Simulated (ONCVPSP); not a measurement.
# vanadium: one change to an ONCV potential, before and after

* Element: vanadium
* Generator: ONCVPSP 4.0.1
* Type: optimised norm-conserving Vanderbilt (ONCV)
* Functional: PBE
* Relativity: scalar-relativistic
* Frozen core: [Ne]
* Valence charge: 13
* Reference configuration: 3s2 3p6 3d3 (charge +2)
* Partial waves: 3s: rc 1.15 bohr, ncon 4, nbas 7, qcut 8.9 1/bohr, 2 projectors, debl 1.3 Ha; 3p: rc 1.45 bohr, ncon 4, nbas 7, qcut 9.1 1/bohr, 1 projector; 3d: rc 1.30 bohr, ncon 4, nbas 9, qcut 11.6 1/bohr, 2 projectors, debl 0.3 Ha
* Local potential: polynomial inside 1.15 bohr (lpopt 5, dvloc0 0 Ha)
* Core correction: Teter function fitted to the true core (icmod 2), fcfact 0.25

In the s channel the program set the typed energies aside and used -3.189, 0.250 Ha. In the d channel the program set the typed energies aside and used -0.783, 0.250 Ha.

All-electron outer shells of the reference configuration (PBE, scalar-relativistic, ld1.x):

| shell | level (eV) | outermost node (bohr) | outermost maximum (bohr) |
| --- | --- | --- | --- |
| 3s | -86.78 | 0.38 | 0.82 |
| 3p | -60.58 | 0.35 | 0.84 |
| 3d | -21.32 | – | 0.88 |

Change: p: rc 1.04; local potential polynomial inside 1.04 bohr (lpopt 5, dvloc0 0 Ha).

Cutoffs: the cutoffs (Ha) at which the residual kinetic energy of the hardest occupied pseudo-wave falls to 1 and 0.1 mHa per electron; they do not see the model core or the augmentation charge, which bear on the density cutoff. Errors are all-electron minus pseudo energies relative to the spin-unpolarised reference configuration.

**Question.** What does the change do?

**Answer.** The potential gets harder (51 Ha and 58 Ha → 51 Ha and 74 Ha); the errors of the 4 common tests hardly move; neither file shows a bound ghost. A smaller radius makes the pseudo-wave follow the all-electron one further in, where it bends more sharply, so more plane waves are needed.

```csv
quantity,base,changed
"cutoff, loose",51 Ha,51 Ha
"cutoff, tight",58 Ha,74 Ha
loose cutoff by channel,"s 34 Ha, p 24 Ha, d 51 Ha","s 34 Ha, p 31 Ha, d 51 Ha"
bound ghosts,none,none
GHOST(+) flags under 300 eV,none,none
"error for 3s2 3p6 3d3 4s2, meV [ΔE -22.03 eV]",+2.3,+2.3
"error for 3s2 3p6 3d3 4s1, meV [ΔE -14.30 eV]",+1.1,+1.1
"error for 3s2 3p6 3d2, meV [ΔE 28.90 eV]",+20,+18
"error for 3s2 3p6 3d3 4p2, meV [ΔE -15.18 eV]",+21,+19
s: phases at 1.17 bohr within 0.05 rad from the reference energy up to (Ha; the scan ends near 5),to the end of the scan,to the end of the scan
d: phases at 1.32 bohr within 0.05 rad from the reference energy up to (Ha; the scan ends near 5),to the end of the scan,to the end of the scan
"rms error of d²Exc/dni dnj with the model core, mHa",1.48,1.45
```
